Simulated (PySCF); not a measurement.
fluoroethane cation (C2H5F), SMILES CCF (connectivity only; charge and spin as stated), charge +1, multiplicity 2.

Geometry: PBE0-D3(BJ)/def2-TZVP. The spin state was assumed, not searched.

Two levels are set side by side: PBE/def2-TZVPD (PySCF) and M06-2X/def2-TZVPD (PySCF). Same geometry, gas phase. Differences are taken from unrounded values.

```
quantity                     M06-2X
---------------------------  ------
α-spin orbital gap (eV)       13.28
β-spin orbital gap (eV)        6.73
mean polarisability (bohr³)    29.1
```

Task: What does PBE give, and how far is it from M06-2X? (Estimate from the structure and the level; the computed values follow.)

Result: 
| quantity | PBE | PBE minus M06-2X |
|---|---|---|
| α-spin orbital gap (eV) | 9.12 | -4.16 |
| β-spin orbital gap (eV) | 2.10 | -4.63 |
| mean polarisability (bohr³) | 29.7 | 0.5 |

Rough cost on one machine, each run with all the roots and properties that it gave: M06-2X against PBE within a factor of 2.
